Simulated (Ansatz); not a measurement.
`[F][SbH][F]`, relaxed with RKS PBE0-D4/def2-TZVP in Ansatz from a PBE-D4/def2-SVP geometry. The force threshold is 0.005 eV/Å; the program also tests the step.

Charge 0, multiplicity 1. Sb takes the def2 core potential.

Start:

```xyz
4

F    -1.582    0.496   -0.259
Sb    0.180   -0.234   -0.685
F     1.242    1.095    0.277
H     0.161   -1.357    0.667
```

```json
{"step": "1", "energy (eV)": "-11986.4205", "largest force (eV/Å)": "1.121", "largest move (Å)": "0.000"}
{"step": "2", "energy (eV)": "-11986.4804", "largest force (eV/Å)": "0.404", "largest move (Å)": "0.084"}
{"step": "3", "energy (eV)": "-11986.4916", "largest force (eV/Å)": "0.117", "largest move (Å)": "0.048"}
{"step": "4", "energy (eV)": "-11986.4924", "largest force (eV/Å)": "0.006", "largest move (Å)": "0.006"}
{"step": "5", "energy (eV)": "-11986.4924", "largest force (eV/Å)": "0.004", "largest move (Å)": "0.001"}
```

End:

```xyz
4

F    -1.523    0.492   -0.244
Sb    0.179   -0.235   -0.682
F     1.188    1.066    0.271
H     0.156   -1.323    0.655
```

It took 12 s on 2 threads of a server CPU on a shared host, with 0.22 GiB of host memory at the peak.
